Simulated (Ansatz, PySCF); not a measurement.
WS2ClBr, SMILES [S]=[W](=[S])([Cl])[Br], multiplicity 1. Atoms are numbered in the order given.

```xyz
5

W      0.0535    -0.2813     0.0000
S      1.1590    -0.8646    -1.7063
S      1.1590    -0.8646     1.7063
Cl    -1.9245    -1.3703     0.0000
Br    -0.1360     2.1095     0.0000
```

Geometry optimised at PBE0-D3(BJ)/def2-SVP. The multiplicity is an assumed one; no other spin state was optimised. The structure was generated by enumeration; whether it is a known compound was not checked. The def2 effective core potentials stand for the cores of W; spin–orbit coupling is left out.

Two levels are set side by side: PBE-D3(BJ)/def2-SVP (Ansatz, a first-principles code) and PBE0-D3(BJ)/def2-SVP (Ansatz). Each level has its own optimised geometry; the coordinates shown are those of the second. Frequencies come from the Hessian of PySCF at each geometry. Differences are taken from unrounded values.

```csv
quantity,PBE0-D3(BJ)
mean bond length (Å),2.222
bond W1–S2 (Å),2.115
bond W1–S3 (Å),2.115
bond W1–Cl4 (Å),2.258
bond W1–Br5 (Å),2.398
highest harmonic wavenumber (cm⁻¹),568
mean harmonic wavenumber (cm⁻¹),280
zero-point energy (kcal/mol),3.60
```

Task: What does PBE-D3(BJ) give, and how far is it from PBE0-D3(BJ)? (An estimate is asked for; the answer gives what the named calculation found.)

Result: 
| quantity | PBE-D3(BJ) | PBE-D3(BJ) minus PBE0-D3(BJ) |
|---|---|---|
| mean bond length (Å) | 2.241 | 0.019 |
| bond W1–S2 (Å) | 2.139 | 0.024 |
| bond W1–S3 (Å) | 2.139 | 0.024 |
| bond W1–Cl4 (Å) | 2.272 | 0.014 |
| bond W1–Br5 (Å) | 2.413 | 0.015 |
| highest harmonic wavenumber (cm⁻¹) | 535 | -33 |
| mean harmonic wavenumber (cm⁻¹) | 268 | -12 |
| zero-point energy (kcal/mol) | 3.44 | -0.16 |

GGA bonds tend to be longer and softer than those of functionals with exact exchange. Differences between two approximate levels are no errors against the true value.
